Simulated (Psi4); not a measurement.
Psi4 input (wB97X-D/6-311+G**):

```
memory 1500 MB

molecule {
-1 1
F     1.86634900    0.73467300    0.09414500
C     1.06687600   -0.28632100   -0.56969600
C    -0.28987200   -0.14691100   -0.08185100
F    -0.54503500   -0.17261300    1.33522500
F    -1.08498200   -1.16310700   -0.54379500
F    -0.91560900    1.02836800   -0.42840400
H     1.45146600   -1.24650000   -0.20524900
symmetry c1
no_reorient
no_com
}

set {
  basis 6-311+G**
  reference rks
  scf_type df
  df_basis_scf def2-universal-jkfit
  dft_radial_points 99
  dft_spherical_points 590
  e_convergence 1e-8
  d_convergence 1e-7
  maxiter 150
}

e = energy('wb97x-d')
print_out(f'\nFINAL {e:.10f} DIPOLE {variable("CURRENT DIPOLE")[0]:.6f} {variable("CURRENT DIPOLE")[1]:.6f} {variable("CURRENT DIPOLE")[2]:.6f}\n')
```

Output:

```
   => Loading Basis Set <=

    Name: 6-311+G**
    Role: ORBITAL
    Keyword: BASIS
    atoms 1, 4-6 entry F          line   192 file 6-311pgss.gbs
    atoms 2-3    entry C          line   129 file 6-311pgss.gbs
    atoms 7      entry H          line    42 file 6-311pgss.gbs

   => WB97X-D: Empirical Dispersion <=

    Chai and Head-Gordon Dispersion Correction
    Chai, J.-D.; Head-Gordon, M. (2010), J. Chem. Phys., 132: 6615-6620

        s6 =       1.000000

         ---------------------------------------------------------
                                   SCF
               by Justin Turney, Rob Parrish, Andy Simmonett
                          and Daniel G. A. Smith
                              RKS Reference
         ---------------------------------------------------------

  ==> Geometry <==

    Molecular point group: c1
    Full point group: C1

    Geometry (in Angstrom), charge = -1, multiplicity = 1:

       Center              X                  Y                   Z               Mass
    ------------   -----------------  -----------------  -----------------  -----------------
         F            1.866349000000     0.734673000000     0.094145000000    18.998403162730
         C            1.066876000000    -0.286321000000    -0.569696000000    12.000000000000
         C           -0.289872000000    -0.146911000000    -0.081851000000    12.000000000000
         F           -0.545035000000    -0.172613000000     1.335225000000    18.998403162730
         F           -1.084982000000    -1.163107000000    -0.543795000000    18.998403162730
         F           -0.915609000000     1.028368000000    -0.428404000000    18.998403162730
         H            1.451466000000    -1.246500000000    -0.205249000000     1.007825032230

  Running in c1 symmetry.

  Rotational constants: A =      0.17591  B =      0.09212  C =      0.08960 [cm^-1]
  Rotational constants: A =   5273.61584  B =   2761.81801  C =   2686.01601 [MHz]
  Nuclear repulsion =  254.890170347526691

  Charge       = -1
  Multiplicity = 1
  Electrons    = 50
  Nalpha       = 25
  Nbeta        = 25

  ==> Algorithm <==

  SCF Algorithm Type is DF.
  DIIS enabled.
  MOM disabled.
  Fractional occupation disabled.
  Guess Type is SAD.
  Energy threshold   = 1.00e-08
  Density threshold  = 1.00e-07
  Integral threshold = 1.00e-12

  ==> Primary Basis <==

  Basis Set: 6-311+G**
    Blend: 6-311+G**
    Number of shells: 64
    Number of basis functions: 138
    Number of Cartesian functions: 144
    Spherical Harmonics?: true
    Max angular momentum: 2

  ==> DFT Potential <==

   => LibXC <=

    Version 7.1.2
    S. Lehtola, C. Steigemann, M. J. T. Oliveira, and M. A. L. Marques,  SoftwareX 7, 1–5 (2018) (10.1016/j.softx.2017.11.002)

   => Composite Functional: WB97X-D <=

    wB97X-D Hyb-GGA Exchange-Correlation Functional

    J.-D. Chai and M. Head-Gordon,  Phys. Chem. Chem. Phys. 10, 6615–6620 (2008) (10.1039/B810189B)

    Deriv               =              1
    GGA                 =           TRUE
    Meta                =          FALSE

    Exchange Hybrid     =           TRUE
    MP2 Hybrid          =          FALSE

   => Exchange-Correlation Functionals <=

    1.0000   wB97X-D range-separated functional

   => Exact (HF) Exchange <=

    0.7780            HF,LR [omega = 0.2000]
    0.2220               HF

   => LibXC Density Thresholds  <==

    XC_HYB_GGA_XC_WB97X_D:  1.00E-14

   => Molecular Quadrature <=

    Radial Scheme          =       TREUTLER
    Pruning Scheme         =           NONE
    Nuclear Scheme         =       TREUTLER

    Blocking Scheme        =         OCTREE
    BS radius alpha        =              1
    Pruning alpha          =              1
    Radial Points          =             99
    Spherical Points       =            590
    Total Points           =         394365
    Total Blocks           =           2839
    Max Points             =            256
    Max Functions          =            131
    Weights Tolerance      =       1.00E-15

   => Loading Basis Set <=

    Name: DEF2-UNIVERSAL-JKFIT
    Role: JKFIT
    Keyword: DF_BASIS_SCF
    atoms 1, 4-6 entry F          line   378 file def2-universal-jkfit.gbs
    atoms 2-3    entry C          line   198 file def2-universal-jkfit.gbs
    atoms 7      entry H          line    18 file def2-universal-jkfit.gbs

  ==> Integral Setup <==

  SCF_SUBTYPE=INCORE selected. In-core MEM_DF algorithm will be used.
  Using in-core AOs.

  ==> MemDFJK: Density-Fitted J/K Matrices <==

    J tasked:                   Yes
    K tasked:                   Yes
    wK tasked:                  Yes
    Omega:                2.000E-01
    Algorithm:                 Core
    Schwarz Cutoff:           1E-12
    Mask sparsity (%):       4.3478
    Fitting Condition:        1E-10

   => Auxiliary Basis Set <=

  Basis Set: DEF2-UNIVERSAL-JKFIT
    Blend: DEF2-UNIVERSAL-JKFIT
    Number of shells: 156
    Number of basis functions: 476
    Number of Cartesian functions: 570
    Spherical Harmonics?: true
    Max angular momentum: 4

  Cached 50.0% of DFT collocation blocks in 0.584 [GiB].

  Minimum eigenvalue in the overlap matrix is 1.4205059633E-04.
  Reciprocal condition number of the overlap matrix is 1.6471076389E-05.
    Using symmetric orthogonalization.

  ==> Pre-Iterations <==

  SCF Guess: Superposition of Atomic Densities via on-the-fly atomic UHF (no occupation information).

   -------------------------
    Irrep   Nso     Nmo
   -------------------------
     A        138     138
   -------------------------
    Total     138     138
   -------------------------

  ==> Iterations <==

                           Total Energy        Delta E     RMS |[F,P]|

   @DF-RKS iter SAD:  -475.30999688566999   -4.75310e+02   0.00000e+00
   @DF-RKS iter   1:  -475.99362252526430   -6.83626e-01   5.10031e-03 ADIIS/DIIS
   @DF-RKS iter   2:  -476.05210382202756   -5.84813e-02   4.80871e-03 ADIIS/DIIS
   @DF-RKS iter   3:  -476.18164085515258   -1.29537e-01   5.48924e-04 ADIIS/DIIS
   @DF-RKS iter   4:  -476.18369923700686   -2.05838e-03   2.04023e-04 ADIIS/DIIS
   @DF-RKS iter   5:  -476.18400500843040   -3.05771e-04   5.87467e-05 DIIS
   @DF-RKS iter   6:  -476.18404093866371   -3.59302e-05   2.49457e-05 DIIS
   @DF-RKS iter   7:  -476.18404726592030   -6.32726e-06   7.55557e-06 DIIS
   @DF-RKS iter   8:  -476.18404869541325   -1.42949e-06   3.54768e-06 DIIS
   @DF-RKS iter   9:  -476.18404907689552   -3.81482e-07   9.31122e-07 DIIS
   @DF-RKS iter  10:  -476.18404913066308   -5.37676e-08   3.47284e-07 DIIS
   @DF-RKS iter  11:  -476.18404913423217   -3.56908e-09   2.14892e-07 DIIS
   @DF-RKS iter  12:  -476.18404913497028   -7.38112e-10   4.15888e-08 DIIS
  Energy and wave function converged.

  ==> Post-Iterations <==

   Electrons on quadrature grid:
      Ntotal   =   50.0000002925 ; deviation = 2.925e-07

    Orbital Energies [Eh]
    ---------------------

    Doubly Occupied:

       1A    -24.653404     2A    -24.641948     3A    -24.619627
       4A    -24.577845     5A    -10.327354     6A    -10.107340
       7A     -1.207665     8A     -1.134321     9A     -1.101216
      10A     -1.066677    11A     -0.661593    12A     -0.548304
      13A     -0.486688    14A     -0.471276    15A     -0.423299
      16A     -0.370376    17A     -0.361372    18A     -0.350389
      19A     -0.324759    20A     -0.316710    21A     -0.313569
      22A     -0.299681    23A     -0.293006    24A     -0.236861
      25A     -0.074260

    Virtual:

      26A      0.224081    27A      0.233767    28A      0.245337
      29A      0.257869    30A      0.270023    31A      0.276437
      32A      0.291451    33A      0.342289    34A      0.361852
      35A      0.381613    36A      0.431269    37A      0.445971
      38A      0.465712    39A      0.470713    40A      0.488211
      41A      0.514858    42A      0.522423    43A      0.529384
      44A      0.541735    45A      0.546155    46A      0.562684
      47A      0.569488    48A      0.575338    49A      0.584613
      50A      0.590570    51A      0.595353    52A      0.617697
      53A      0.678796    54A      0.684652    55A      0.707880
      56A      0.796680    57A      0.855269    58A      0.882364
      59A      0.905515    60A      0.933008    61A      0.983978
      62A      0.996227    63A      1.170618    64A      1.261692
      65A      1.351029    66A      1.376924    67A      1.528543
      68A      1.556466    69A      1.566611    70A      1.606646
      71A      1.634636    72A      1.650703    73A      1.668392
      74A      1.674423    75A      1.686815    76A      1.719699
      77A      1.733124    78A      1.760769    79A      1.778704
      80A      1.830170    81A      1.926010    82A      1.944150
      83A      1.980911    84A      2.036456    85A      2.161928
      86A      2.192557    87A      2.217615    88A      2.245510
      89A      2.299710    90A      2.341501    91A      2.394945
      92A      2.494561    93A      2.786179    94A      2.946743
      95A      3.059615    96A      3.162848    97A      3.170579
      98A      3.276890    99A      3.486865   100A      3.869568
     101A      4.009364   102A      4.032684   103A      4.035348
     104A      4.047145   105A      4.062165   106A      4.079041
     107A      4.095456   108A      4.118441   109A      4.125069
     110A      4.173921   111A      4.183622   112A      4.265578
     113A      4.332802   114A      4.357471   115A      4.391986
     116A      4.415296   117A      4.878000   118A      5.065629
     119A      5.087436   120A      5.167033   121A      6.560349
     122A      6.566012   123A      6.633186   124A      6.646941
     125A      6.661178   126A      6.674112   127A      6.676343
     128A      6.705187   129A      6.756205   130A      6.845571
     131A      6.899416   132A      7.019963   133A     23.795688
     134A     24.158325   135A     67.088621   136A     67.107132
     137A     67.152706   138A     67.165593

    Final Occupation by Irrep:
              A
    DOCC [    25 ]
    NA   [    25 ]
    NB   [    25 ]

  @DF-RKS Final Energy:  -476.18404913497028

   => Energetics <=

    Nuclear Repulsion Energy =            254.8901703475266913
    One-Electron Energy =               -1178.5557835732706735
    Two-Electron Energy =                 485.0304487790462531
    DFT Exchange-Correlation Energy =     -37.5473292915862800
    Empirical Dispersion Energy =          -0.0015553966862949
    VV10 Nonlocal Energy =                  0.0000000000000000
    Total Energy =                       -476.1840491349702802

Computation Completed

Properties will be evaluated at   0.000000,   0.000000,   0.000000 [a0]

Properties computed using the SCF density matrix

 Multipole Moments:

 ------------------------------------------------------------------------------------
     Multipole            Electronic (a.u.)      Nuclear  (a.u.)        Total (a.u.)
 ------------------------------------------------------------------------------------

 L = 1.  Multiply by 2.5417464519 to convert [e a0] to [Debye]
 Dipole X            :         -0.8640606           -0.0000057           -0.8640663
 Dipole Y            :         -0.2912833           -0.0000057           -0.2912890
 Dipole Z            :          0.5962667            0.0000151            0.5962819
 Magnitude           :                                                    1.0895007

 ------------------------------------------------------------------------------------

FINAL -476.1840491350 DIPOLE -0.864066 -0.291289 0.596282

*** Psi4 exiting successfully. Buy a developer a beer!
```

The dipole moment of an ion depends on the origin.

The geometry given is a B3LYP-D3(BJ)/def2-TZVP minimum.
